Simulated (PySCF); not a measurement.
InH₂Br, SMILES [Br][InH2].

Coordinates come from a PBE0-D3(BJ)/def2-TZVP optimisation. The def2 effective core potentials stand for the cores of In; spin–orbit coupling is left out.

Method: PySCF with TDDFT-M06-2X/def2-SVPD.

Vertical excitations. Isolated molecule, no solvent. State labels are in the subgroup C2v.

Task: List the lowest excited states. (Estimate from the structure and the level; the computed values follow.)

Result: 
| state | symmetry | energy (eV) | λ (nm) | f | main pairs |
|---|---|---|---|---|---|
| S1 | A2 | 4.68 | 265 | 0.000 | HOMO→LUMO 97 % |
| S2 | A1 | 5.54 | 224 | 0.035 | HOMO−1→LUMO 95 % |
| S3 | B1 | 5.71 | 217 | 0.009 | HOMO−2→LUMO 99 % |
| S4 | A2 | 5.92 | 209 | 0.000 | HOMO−3→LUMO 97 % |
| S5 | B2 | 6.08 | 204 | 0.054 | HOMO→LUMO+1 90 % |
| S6 | B1 | 6.41 | 194 | 0.034 | HOMO−1→LUMO+1 95 % |
| S7 | B2 | 7.17 | 173 | 0.013 | HOMO→LUMO+2 57 %, HOMO→LUMO+3 39 % |
| S8 | B2 | 7.38 | 168 | 0.000 | HOMO→LUMO+3 46 %, HOMO→LUMO+2 32 %, HOMO−3→LUMO+1 13 % |
| S9 | A1 | 7.60 | 163 | 0.552 | HOMO−2→LUMO+1 88 % |
| S10 | B1 | 7.67 | 162 | 0.053 | HOMO−1→LUMO+2 52 %, HOMO−1→LUMO+3 44 % |
| T1 | A2 | 4.50 | 275 | 0 | HOMO→LUMO 91 % |
| T2 | A1 | 5.04 | 246 | 0 | HOMO−1→LUMO 97 % |
| T3 | B1 | 5.40 | 230 | 0 | HOMO−2→LUMO 96 % |
| T4 | B2 | 5.51 | 225 | 0 | HOMO→LUMO+1 83 % |
Triplets are in the Tamm–Dancoff approximation, which puts them higher than full response would, so one can lie above its singlet here.
